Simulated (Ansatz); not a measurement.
Two structures, one formula

Two relaxed structures of GeSiH5 (charge +1), singlet (PBE0-D4/def2-TZVP; forces vanish, vibrations not checked).

A:

```tsv
atom	x (Å)	y (Å)	z (Å)
Si1	-0.3468	-1.2386	0.0565
Ge2	0.2826	1.0805	-0.0820
H3	0.0486	-2.1062	1.1895
H4	-1.1545	-1.9735	-0.9437
H5	-0.3213	1.6027	-1.3778
H6	-0.3175	1.6445	1.2065
H7	1.8089	0.9906	-0.0489
```

B:

```xyz
7
angstrom
Si -0.4574 -1.4023 0.3873
Ge -0.0496 0.9361 -0.0278
H 0.8961 -1.8646 0.7714
H -0.9879 -1.9564 -0.8719
H -0.2705 1.6670 -1.3582
H 0.4844 1.8845 1.0534
H -1.4125 -1.3404 1.5167
```

Ansatz 0.2.0; basis: def2-TZVPP; cores frozen in the correlated methods. Filled d shells of the heavier atoms are correlated. The def2 sets are not built for correlating such inner shells, so the correlated values are less sure here. B3LYP uses VWN-RPA correlation.

Problem. Which structure is lower at CCSD(T), and by how much? (An estimate is asked for; the value comes from the calculation.)

Solution. The calculation gives: B, by 31.7 kJ/mol (electronic energy, against the other). By their contacts, A is GeSiH₅ ([SiH2][GeH3]), total charge +1 and B is GeSiH₅ ([SiH3][GeH2]), total charge +1.

All methods give the same order:

| method | E(B) − E(A) (kJ/mol) |
| --- | --- |
| PBE-D4 | -36.8 |
| r2SCAN-D4 | -34.6 |
| PBE0-D4 | -37.6 |
| B3LYP-D4 | -37.9 |
| wB97M-V | -37.8 |
| HF | -42.8 |
| MP2 | -32.1 |
| CCSD | -32.7 |
| CCSD(T) | -31.7 |

No T1 diagnostic of these runs exceeds 0.013.

Labels in which every atom is bracketed show which atoms are joined, not bond orders.

For scale, one of the runs: CCSD(T)/def2-TZVPP, 160 basis functions, launched by `ansatz run in.yaml --threads 2 --pin off --events-out ev --progress --plain --max-ram 4352MiB`. Hardware: 2 CPU threads of an Arm Neoverse N1, shared host. Wall time 36 s; peak host memory 1.1 GiB.
